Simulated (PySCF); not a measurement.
## Electric properties by functional and basis

Compound: C₂H₃BF₄.
Bonds: F1–B2, B2–C3, C3–C4, C4–F5, C4–F6, C4–F7. Hydrogens: H8 on B2; H9, H10 on C3.

PySCF, dipoles from the SCF density, polarisabilities from static response with core orbitals frozen. Isolated species at its PBE0-D3(BJ)/def2-SVP geometry (one conformer only).

Task: Compare the levels for these properties.

Result: 

| level | μ (D) | α (Å³) | anisotropy (Å³) |
| --- | --- | --- | --- |
| LDA/def2-SVPD | 1.472 | 6.48 | 1.29 |
| PBE/def2-SVPD | 1.426 | 6.44 | 1.26 |
| B3LYP/def2-SVPD | 1.428 | 6.14 | 1.10 |
| PBE0/def2-SVPD | 1.420 | 6.07 | 1.09 |
| BHandHLYP/def2-SVPD | 1.424 | 5.80 | 0.95 |
| CAM-B3LYP/def2-SVPD | 1.440 | 6.07 | 1.05 |
| wB97X-D/def2-SVPD | 1.411 | 6.04 | 1.03 |
| LC-wPBE/def2-SVPD | 1.435 | 6.00 | 1.03 |
| HF/def2-SVPD | 1.406 | 5.44 | 0.76 |
| PBE0/6-31G* | 1.419 | 4.84 | 0.95 |
| PBE0/def2-SVP | 1.458 | 4.79 | 0.90 |
| PBE0/6-31+G* | 1.464 | 5.67 | 1.11 |
| PBE0/aug-cc-pVDZ | 1.414 | 6.13 | 1.14 |
| PBE0/def2-TZVP | 1.394 | 5.72 | 1.07 |
| PBE0/def2-TZVPD | 1.400 | 6.18 | 1.12 |

The anisotropy is √(½[(α1 − α2)² + (α2 − α3)² + (α3 − α1)²]). The dipole runs from 1.39 D (PBE0/def2-TZVP) to 1.47 D (LDA/def2-SVPD). No reference polarisability is at hand; against PBE0 in the largest diffuse basis at hand (def2-TZVPD) the other PBE0 rows deviate by 6-31G* -22%, def2-SVP -22%, 6-31+G* -8%, def2-SVPD -2%, aug-cc-pVDZ -1%, def2-TZVP -7%. In one basis (def2-SVPD) the functionals order the polarisability from HF (lowest) to LDA (highest), a spread of 19%. With PBE0 the polarisability is 5.11 Å³ without diffuse functions (mean of 6-31G*, def2-SVP and def2-TZVP) and 6.01 Å³ with them (mean of 6-31+G*, def2-SVPD, aug-cc-pVDZ and def2-TZVPD).
